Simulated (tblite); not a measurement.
C₃H₇SeSi₂ (doublet state).
Atom-mapped SMILES: `[CH3:1][C:2]#[C:3][SiH2:4][Se:5][SiH2:6]` (hydrogens: H7, H8, H9 on C1; H10, H11 on Si4; H12, H13 on Si6)
Bond orders are those of one Lewis drawing.

Computed with GFN2-xTB (tblite), gas phase: L-BFGS steps from a force-field or distance-geometry start until the largest atomic force falls under 0.01 eV/Å.

Step 2: E = -450.5953 eV
```
atom  x, y, z in Å  |  force x, y, z in eV/Å
C1     -3.5262    0.1307   -0.4749    0.271  -0.007   0.068
C2     -2.0870    0.2075   -0.2288   -0.200   0.057   0.035
C3     -0.9013    0.2660    0.0074   -0.334  -0.012  -0.072
Si4     0.9073    0.3605    0.3435   -0.227   0.089   0.107
Se5     1.9511   -0.3237   -1.5821    0.014  -0.121  -0.207
Si6     4.1190   -0.7396   -0.9790   -0.319   0.151   0.326
H7     -3.8743    0.9951   -1.0595    0.237  -0.337   0.052
H8     -4.0801    0.1348    0.4711    0.212  -0.034  -0.087
H9     -3.7496   -0.8081   -1.0002    0.032   0.336   0.040
H10     1.3323    1.7360    0.5870    0.005   0.059  -0.018
H11     1.2794   -0.4988    1.4677    0.031  -0.082  -0.076
H12     4.0864   -1.9034   -0.0827    0.135   0.010  -0.087
H13     4.5385    0.4437   -0.2099    0.142  -0.109  -0.080
```

Step 3: E = -450.6100 eV
```
atom  x, y, z in Å  |  force x, y, z in eV/Å
C1     -3.5235    0.1305   -0.4735    0.188  -0.004   0.053
C2     -2.0915    0.2084   -0.2284    0.026   0.054   0.069
C3     -0.9055    0.2658    0.0064   -0.274  -0.003  -0.052
Si4     0.9035    0.3621    0.3457   -0.230   0.061   0.039
Se5     1.9515   -0.3258   -1.5859   -0.029  -0.092  -0.142
Si6     4.1136   -0.7368   -0.9731   -0.302   0.096   0.236
H7     -3.8698    0.9886   -1.0581    0.174  -0.178  -0.026
H8     -4.0757    0.1342    0.4685    0.131  -0.030   0.034
H9     -3.7487   -0.8015   -0.9991    0.009   0.168  -0.029
H10     1.3324    1.7369    0.5867    0.001   0.057  -0.018
H11     1.2799   -0.5001    1.4664    0.025  -0.077  -0.076
H12     4.0887   -1.9032   -0.0842    0.125  -0.016  -0.057
H13     4.5408    0.4415   -0.2115    0.154  -0.036  -0.030
```

Step 4: E = -450.6259 eV
```
atom  x, y, z in Å  |  force x, y, z in eV/Å
C1     -3.5167    0.1300   -0.4703   -0.041  -0.014   0.030
C2     -2.0981    0.2110   -0.2265    0.199   0.026   0.077
C3     -0.9140    0.2658    0.0047    0.004   0.023   0.020
Si4     0.8919    0.3657    0.3490   -0.107   0.021  -0.044
Se5     1.9508   -0.3309   -1.5942   -0.130  -0.029  -0.013
Si6     4.0984   -0.7309   -0.9597   -0.228   0.012   0.072
H7     -3.8596    0.9764   -1.0576    0.060   0.101  -0.140
H8     -4.0666    0.1327    0.4666    0.012  -0.017   0.187
H9     -3.7474   -0.7896   -0.9990   -0.014  -0.109  -0.121
H10     1.3324    1.7396    0.5858   -0.019   0.021  -0.023
H11     1.2812   -0.5040    1.4624    0.001  -0.046  -0.100
H12     4.0951   -1.9035   -0.0876    0.099  -0.067   0.003
H13     4.5482    0.4383   -0.2139    0.161   0.079   0.051
```

Step 5: E = -450.6305 eV
```
atom  x, y, z in Å  |  force x, y, z in eV/Å
C1     -3.5151    0.1296   -0.4688   -0.084  -0.013   0.004
C2     -2.0984    0.2120   -0.2251    0.115   0.007   0.053
C3     -0.9153    0.2662    0.0048    0.077   0.030   0.040
Si4     0.8870    0.3671    0.3494    0.000   0.015  -0.046
Se5     1.9485   -0.3328   -1.5968   -0.162  -0.010   0.022
Si6     4.0905   -0.7290   -0.9546   -0.172   0.012   0.048
H7     -3.8556    0.9743   -1.0596    0.041   0.124  -0.122
H8     -4.0638    0.1320    0.4689   -0.002  -0.012   0.170
H9     -3.7472   -0.7877   -1.0007   -0.006  -0.129  -0.104
H10     1.3321    1.7407    0.5851   -0.027   0.004  -0.025
H11     1.2816   -0.5058    1.4597   -0.008  -0.032  -0.108
H12     4.0985   -1.9047   -0.0885    0.086  -0.073   0.017
H13     4.5529    0.4385   -0.2139    0.142   0.076   0.052
```

Problem. Estimate the geometry and energy of step 6. (The exact step hangs on the optimiser's Hessian estimate; all steps are aligned on step 5, rigid shifts and turns removed.)

Solution. E = -450.6388 eV, largest force 0.220 eV/Å
```
atom  x, y, z in Å  |  force x, y, z in eV/Å
C1     -3.5139    0.1286   -0.4661   -0.106  -0.006  -0.046
C2     -2.0979    0.2142   -0.2210   -0.092  -0.039  -0.006
C3     -0.9162    0.2678    0.0059    0.115   0.038   0.059
Si4     0.8785    0.3704    0.3492    0.211   0.004  -0.041
Se5     1.9393   -0.3369   -1.6015   -0.205   0.022   0.076
Si6     4.0703   -0.7243   -0.9427   -0.025   0.030   0.037
H7     -3.8463    0.9728   -1.0662    0.015   0.090  -0.023
H8     -4.0578    0.1302    0.4773   -0.004   0.001   0.044
H9     -3.7468   -0.7866   -1.0065    0.017  -0.084  -0.016
H10     1.3307    1.7428    0.5831   -0.034  -0.011  -0.025
H11     1.2820   -0.5102    1.4511   -0.018  -0.015  -0.106
H12     4.1077   -1.9089   -0.0900    0.052  -0.052   0.025
H13     4.5659    0.4406   -0.2127    0.073   0.019   0.023
```

The energy changes by -0.0083 eV. The first-order estimate −F·Δx gives -0.0130 eV and the mean of the old and new forces, exact on a quadratic surface, -0.0083 eV. The step makes an angle of 46° with the force vector and moves no atom by more than 0.024 Å.

What follows is the cost of the whole relaxation. The run took 1.2 s of wall time on an Arm Neoverse V1 with one thread, shared host with 32 logical CPUs at a one-minute load of 21.
